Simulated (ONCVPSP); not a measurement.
Before and after: ONCV potential for sulfur (S)

ONCVPSP 4.0.1 input, shortened (lines: element, Z, core and valence counts, functional; n l f; lmax; l rc ep ncon nbas qcut; lloc lpopt rc5 dvloc0; l nproj debl; icmod fcfact rcfact), PBE, scalar-relativistic:

```
  S 16.00    1    4        4      upf
    1    0    2.00
    2    0    2.00
    2    1    6.00
    3    0    2.00
    3    1    3.00
    1
    0    0.40    0.00    4    8   35.30
    1    0.70    0.00    4    8   15.90
    4    5    0.30    1.00
    0    2    1.40
    1    2    1.20
    3    3.50    1.05
```

All-electron outer shells of the reference configuration (PBE, scalar-relativistic, ld1.x):

```
shell  level (eV)  outermost node (bohr)  outermost maximum (bohr)
   1s    -2417.92                      –                      0.06
   2s     -223.45                   0.13                      0.39
   2p     -168.27                      –                      0.33
   3s      -27.63                   0.60                      1.39
   3p      -16.80                   0.58                      1.55
```

Change: p: rc 0.88.

Cutoffs: the cutoffs (Ha) at which the residual kinetic energy of the hardest occupied pseudo-wave falls to 1 and 0.1 mHa per electron; they do not see the model core or the augmentation charge, which bear on the density cutoff. Errors are all-electron minus pseudo energies relative to the spin-unpolarised reference configuration.

Q: Predict the effect on cutoff, ghosts and configuration errors.

A: The potential gets softer (272 Ha and 406 Ha → 272 Ha and 324 Ha); of the 4 tests that both files solve, the error grows in 2 and shrinks in 1 by more than 15 % and 0.3 meV (median size 1.1 → 1.5 meV); neither file shows a bound ghost. A larger radius leaves more room for a smooth pseudo-wave, so fewer plane waves are needed.

```csv
quantity,base,changed
"cutoff, loose",272 Ha,272 Ha
"cutoff, tight",406 Ha,324 Ha
loose cutoff by channel,"s 272 Ha, p 144 Ha","s 272 Ha, p 106 Ha"
bound ghosts,none,none
GHOST(+) flags under 300 eV,none,none
"error for 2s2 2p6 3s2 3p4, meV [ΔE -11.77 eV]",0.0,+0.4
"error for 2s2 2p6 3s2 3p2, meV [ΔE 22.28 eV]",+1.0,+0.7
"error for 2s2 2p6 3s2 3p1, meV [ΔE 56.33 eV]",+5.3,+5.5
"error for 2s2 2p6 3s1 3p5, meV [ΔE -1.46 eV]",+1.3,+2.2
s: phases at 0.40 bohr within 0.05 rad from the reference energy up to (Ha; the scan ends near 5),to the end of the scan,to the end of the scan
"rms error of d²Exc/dni dnj with the model core, mHa",2.59,2.54
```
